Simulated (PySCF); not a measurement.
Compounds:

A. `C=C/C=C\C=C/C(Cl)(Cl)Cl`
B. SMILES c1ccc(OCC)c(C)c1
C. SMILES C=Cc1ccccc1C#N

Spectrum 1. $^{1}$H NMR (500 MHz, computed): δ 8.10 (d, 1H), 7.97 (d, 1H), 7.79 (m, 1H), 7.63 (m, 1H), 7.58 (m, 1H), 6.40 (m, 1H), 5.94 (m, 1H). $^{13}$C{$^{1}$H} NMR (computed): δ 146.7 (C), 141.9 (CH), 141.2 (CH), 137.6 (CH), 133.4 (CH), 129.0 (CH), 124.6 (CH2), 123.3 (C), 116.5 (C).

Spectrum 2. $^{1}$H NMR (500 MHz, computed): δ 7.47 (d, 1H), 7.43 (m, 1H), 7.13 (m, 1H), 6.76 (d, 1H), 4.01 (q, 2H), 2.37 (s, 3H), 1.58 (t, 3H). $^{13}$C{$^{1}$H} NMR (computed): δ 163.9 (C), 135.4 (CH), 132.5 (C), 132.0 (CH), 125.3 (CH), 112.2 (CH), 65.0 (CH2), 20.5 (CH3), 17.7 (CH3).

Spectrum 3. $^{1}$H NMR (500 MHz, computed): δ 7.39 (m, 1H), 7.19 (m, 1H), 6.88 (m, 1H), 6.58 (m, 1H), 6.48 (d, 1H), 5.84 (m, 1H), 5.82 (m, 1H). $^{13}$C{$^{1}$H} NMR (computed): δ 144.3 (CH), 141.9 (CH), 138.3 (CH), 136.9 (CH), 132.1 (CH), 132.1 (CH2), 117.1 (C).

Computational details: GFN2-xTB geometry, shieldings: GIAO PBE0/pcSseg-1, in PySCF 2.14 (one conformer, equivalent nuclei averaged, no solvent model, non-relativistic).

Chemical shifts δ = σref − σ; $^{1}$H (σref 31.72), $^{13}$C (σref 186.93) vs TMS, all at this level. Where no couplings were computed, multiplicities follow the n + 1 count of equivalent neighbours, and m marks all less simple cases (inequivalent or close neighbours, rings, F or P nearby). Shifts are as computed. Against solution values, carbons near 30 ppm lie about +3 ppm off and those near 130 ppm about +5 ppm; carbons on Cl a further +6 ppm. Of 1211 compounds with measured shifts, 218 miss one by over three times the rms of a fit or turn the order of signals round; such compounds aren't used in these exercises. Carbons bonded to Cl come out too deshielded.

Question: Which spectrum belongs to which compound?

Answer: 1–C, 2–B, 3–A.

- Spectrum 1 (C): 9 $^{13}$C signals; δC 141.9 is an alkene CH; δC 137.6 is an aromatic CH.
- Spectrum 2 (B): 9 $^{13}$C signals; δC 163.9 is an aromatic carbon bearing oxygen; δC 135.4 is an aromatic CH.
- Spectrum 3 (A): 7 $^{13}$C signals; δC 144.3 is an alkene CH; δC 141.9 is an alkene CH.
